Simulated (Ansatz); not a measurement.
```yaml
crystal:
  periodic: [false, false, false]
  atoms:
    - {symbol: O, position_ang: [-0.977794, 1.039216, -0.265775]}
    - {symbol: Zr, position_ang: [0.263916, -0.354503, -0.008607]}
    - {symbol: F, position_ang: [0.099214, -1.589584, -1.430944]}
    - {symbol: Cl, position_ang: [-0.184914, -1.441394, 2.019376]}
    - {symbol: Cl, position_ang: [2.437322, 0.523852, 0.009076]}
    - {symbol: H, position_ang: [-1.595644, 1.758413, -0.369227]}
basis:
  gaussian: {orbitals: x2c-TZVPPall, fitting: {mean_field: cc-pVTZ-jkfit}}
total_charge: 1
magnetization: {spin_polarized: false, initial_magnetization: 1}
hamiltonian: {xc: {name: r2SCAN0}, dispersion: d4, pseudopotentials: {relativity: none}}
scf: {lower_state_search: off}
output: {forces: true}
```

```sh
$ ansatz run in.yaml --threads 4 --pin off --events-out ev --progress --plain --max-ram 10444MiB
```

Q: How does Ansatz answer? (Estimate.)

A: The calculation gave: The input was rejected before any iteration.
```
Functional definition: r2SCAN0
Error: <dir> the basis set cc-pVTZ-JKFIT has no functions for Zr
```
